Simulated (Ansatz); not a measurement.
Q: Name a neutral molecule of C, O, Si, Te and H with HOMO–LUMO gap (B3LYP/def2-TZVPP) between 4.60 and 4.90 eV and HOMO energy (B3LYP/def2-TZVPP) between -6.25 and -5.95 eV (Ansatz, PBE0-D4/def2-TZVP geometry).

A: `[TeH]C1O[SiH2]1` (4.65 eV, -6.06 eV); `O[SiH]1C[Te]1` (4.68 eV, -6.01 eV). Other molecules can fit too; these were computed, each in one conformer that needn't be the lowest.

B3LYP here is the variant with VWN-RPA as its local correlation; programs differ in this.
